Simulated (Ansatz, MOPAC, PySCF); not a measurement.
The molecule CN-, closed-shell singlet (lowest of 2S+1 = 1, 3, 5 at CCSD(T)/def2-TZVPP on PBE0 minima; our sources give no spin for the ground state, which may be another).

Constants: fifth-degree fit in 1/R to seven points, most abundant isotopes. In def2 and cc sets the state is the lowest found near the PBE0 minimum, followed along R. The singlet is held restricted. HF and MP2 rows in def2 and cc sets belong to the determinant that coupled cluster picked by its CCSD energy.

Programs: Ansatz (Gaussian basis) for Hartree–Fock, density functionals and correlated methods; MOPAC for AM1, PM3, PM6, PM7 (differences of heats of formation); PySCF for 6-31G* rows, STO-3G rows. 

```tsv
level	r_e (Å)	ω_e (cm⁻¹)	B_e (cm⁻¹)	ω_e x_e (cm⁻¹)
AM1	1.179	2389	1.88	7.5
PM3	1.172	2316	1.90	8.3
PM6	1.165	2196	1.92	7.3
PM7	1.171	2258	1.90	7.8
HF/STO-3G	1.162	2560	1.93	9.1
HF/6-31G*	1.161	2360	1.94	10
HF/aug-cc-pVTZ	1.152	2315	1.96	10
HF/def2-TZVPP	1.151	2334	1.97	10
HF/aug-cc-pV5Z	1.151	2319	1.97	10
PBE/def2-TZVPP	1.182	2064	1.87	12
BP86/6-31G*	1.197	2049	1.82	12
B97M-V/def2-TZVPP	1.170	2149	1.91	12
B3LYP/6-31G*	1.184	2139	1.86	12
B3LYP/def2-TZVPP	1.170	2142	1.90	12
CAM-B3LYP/def2-TZVPP	1.164	2191	1.92	11
wB97M-V/def2-TZVPP	1.168	2178	1.91	11
B2PLYP/def2-TZVPP	1.177	2078	1.88	13
MP2/6-31G*	1.201	1998	1.81	15
MP2/def2-TZVPP	1.188	2001	1.85	14
MP2/aug-cc-pVQZ	1.187	1989	1.85	14
MP2/def2-QZVPP	1.186	1999	1.85	14
MP2/aug-cc-pV5Z	1.187	1993	1.85	14
SCS-MP2/def2-TZVPP	1.185	2029	1.86	14
CCSD/def2-QZVPP	1.173	2133	1.90	11
CCSD/aug-cc-pV5Z	1.173	2131	1.90	11
CCSD(T)/aug-cc-pVTZ	1.185	2047	1.86	12
CCSD(T)/def2-QZVPP	1.180	2068	1.87	12
CCSD(T)/aug-cc-pV5Z	1.180	2065	1.87	12
CCSD(T)/CBS(def2-TZVPP, def2-QZVPP)	1.179	2076	1.88	12
CCSD(T)/CBS(aug-cc-pVQZ, aug-cc-pV5Z)	1.180	2068	1.87	12
```

Frozen-core correlation. CBS(a, b) extrapolates the correlation energy as X⁻³ and adds the Hartree–Fock energy of set b. Rows in 6-31G*, STO-3G carry no dispersion term and start afresh at each structure (6-31G* with six Cartesian d functions). MP2/6-31G* freezes PySCF's default core. The state that AM1, PM3, PM6, PM7 reach isn't checked; PM7 holds dispersion and hydrogen-bond terms.

Ansatz is a program for electronic structure.
